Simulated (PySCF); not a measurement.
disilazane anion (H7NSi2), SMILES [SiH3]N[SiH3] (connectivity only; charge and spin as stated), charge -1, multiplicity 2. Atoms are numbered in the order given.

```xyz
10

Si     1.5936    -0.2793     0.2014
N     -0.1383    -0.4248    -0.5804
Si    -1.5040     0.4516    -0.0219
H      3.0915     0.1923     0.4509
H      1.0267     0.5440     1.3620
H      1.7599    -1.6761     0.7777
H     -0.1650    -0.7678    -1.5341
H     -2.0094     0.0159     1.3292
H     -2.6835     0.3114    -0.9588
H     -1.3071     1.9423     0.1238
```
Charge -1, spin multiplicity 2.

The structure is a stationary point at PBE0-D3(BJ)/def2-SVPD. The multiplicity is an assumed one; other spin states were not compared.

These are B3LYP/pcH-1 run with PySCF values and carry that method's errors.

Unrestricted Kohn–Sham, ⟨S²⟩ = 0.753. Hyperfine tensors hold the contact and dipolar terms, without spin-orbit corrections.

Computed hyperfine couplings:
```json
[
 {"nucleus": "29Si no. 1", "A(iso) (MHz)": "-616.5", "A(iso) (G)": "-220.0", "dipolar principal values (MHz)": "-79.7, 31.8, 47.9"},
 {"nucleus": "14N no. 2", "A(iso) (MHz)": "103.5", "A(iso) (G)": "36.9", "dipolar principal values (MHz)": "-4.5, -4.0, 8.5"},
 {"nucleus": "29Si no. 3", "A(iso) (MHz)": "-45.1", "A(iso) (G)": "-16.1", "dipolar principal values (MHz)": "-10.5, 5.1, 5.4"},
 {"nucleus": "1H no. 4", "A(iso) (MHz)": "242.6", "A(iso) (G)": "86.6", "dipolar principal values (MHz)": "-6.3, -0.9, 7.3"},
 {"nucleus": "1H no. 5", "A(iso) (MHz)": "-24.4", "A(iso) (G)": "-8.7", "dipolar principal values (MHz)": "-5.1, -2.0, 7.1"},
 {"nucleus": "1H no. 6", "A(iso) (MHz)": "-12.2", "A(iso) (G)": "-4.3", "dipolar principal values (MHz)": "-6.1, -1.8, 7.9"},
 {"nucleus": "1H no. 7", "A(iso) (MHz)": "-7.4", "A(iso) (G)": "-2.6", "dipolar principal values (MHz)": "-10.7, -5.0, 15.7"},
 {"nucleus": "1H no. 8", "A(iso) (MHz)": "1.2", "A(iso) (G)": "0.4", "dipolar principal values (MHz)": "-1.4, -1.0, 2.4"},
 {"nucleus": "1H no. 9", "A(iso) (MHz)": "10.6", "A(iso) (G)": "3.8", "dipolar principal values (MHz)": "-1.7, -0.9, 2.6"},
 {"nucleus": "1H no. 10", "A(iso) (MHz)": "-2.9", "A(iso) (G)": "-1.0", "dipolar principal values (MHz)": "-1.8, -0.5, 2.3"}
]
```

### Question
And the g tensor (effective nuclear charges for spin-orbit coupling, GIAO)? (Estimate from the structure and the level; the computed values follow.)

### Answer
principal values 2.0022, 2.0032, 2.0039; isotropic 2.0031.
